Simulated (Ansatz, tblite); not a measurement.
Spin states of the cluster Ag2Au2 (the lowest singlet isomer of a short search), each relaxed with PBE0-D4/def2-SVP in Ansatz. Electronic energies in the gas phase.

In the def2 sets Ag, Au take a core potential; there is no spin–orbit coupling. The xTB rows come from tblite. LC-ωPBE has ω = 0.4 bohr⁻¹. Correlated methods freeze no core orbitals; core or outer-core shells of Au, Ag are correlated, in sets that lack core-valence functions. HOMO above LUMO, or a gap near zero within one spin, warns that the state may not be the lowest or that an electron is smeared out. The structure comes from a short search, and lower isomers may exist.

Singlet geometry (D2h within 0.1 Å):

```
atom   x (Å)   y (Å)   z (Å)
 Au1  -1.431  -1.429  -1.202
 Au2   1.432   1.429   1.201
 Ag3  -1.000   0.891   0.132
 Ag4   1.000  -0.891  -0.131
```

Triplet geometry (D2h within 0.1 Å):

```xyz
4

Au   -0.135    0.262    1.383
Au    0.135   -0.262   -1.383
Ag    1.096   -1.992    0.484
Ag   -1.095    1.992   -0.484
```

Quintet geometry (C2v within 0.1 Å):

Cartesian coordinates in Å:
```
Au 1.792 -0.177 -0.246
Au -0.256 1.207 1.335
Ag -0.798 0.616 -1.573
Ag -0.738 -1.646 0.485
```

⟨S²⟩: triplet 2.01 at PBE0-D4/def2-TZVP (pure 2.00), quintet 6.01 at PBE0-D4/def2-TZVP (pure 6.00).

Only these spin states were relaxed. The triplet has other bonds than the singlet, so the gap mixes isomer and spin. The quintet has other bonds than the singlet, so the gap mixes isomer and spin.

Second-order perturbation terms are unreliable where d shells bring near-degenerate states, and here MP2/def2-TZVP lies more than 0.4 eV from the median of the functionals without such a term.

**Question.** Estimate which spin state lies lowest at each of these levels, and by how much: GFN1-xTB; GFN2-xTB; HF/def2-TZVP; PBE-D4/def2-TZVP; r2SCAN-D4/def2-TZVP; B97M-V/def2-TZVP; PBE0-D4/def2-TZVP; CAM-B3LYP-D4/def2-TZVP; LC-ωPBE/def2-TZVP; ωB97X-V/def2-TZVP; ωB97M-V/def2-TZVP; RPA@PBE/def2-TZVP; MP2/def2-TZVP.

**Answer.** 
```csv
level,triplet − singlet (kcal/mol),quintet − singlet (kcal/mol),lowest of these,remarks
GFN1-xTB,23.1,85.2,singlet,–
GFN2-xTB,92.4,126.4,singlet,–
HF/def2-TZVP,19.2,70.8,singlet,test for broken spin undecided (singlet)
PBE-D4/def2-TZVP,26.7,101.2,singlet,gap within one spin near zero (quintet)
r2SCAN-D4/def2-TZVP,26.5,104.2,singlet,–
B97M-V/def2-TZVP,25.1,101.7,singlet,–
PBE0-D4/def2-TZVP,26.7,108.4,singlet,–
CAM-B3LYP-D4/def2-TZVP,27.9,108.7,singlet,–
LC-ωPBE/def2-TZVP,27.1,105.8,singlet,–
ωB97X-V/def2-TZVP,29.9,112.5,singlet,–
ωB97M-V/def2-TZVP,30.7,113.4,singlet,–
RPA@PBE/def2-TZVP,29.5,98.7,singlet,–
MP2/def2-TZVP,33.8,128.1,singlet,test for broken spin undecided (singlet)
```

Change of the quintet − singlet gap on mixing in exact exchange, in kcal/mol: PBE to PBE0 (25 % exact exchange) 7.2. The xTB methods have no spin-polarisation term.
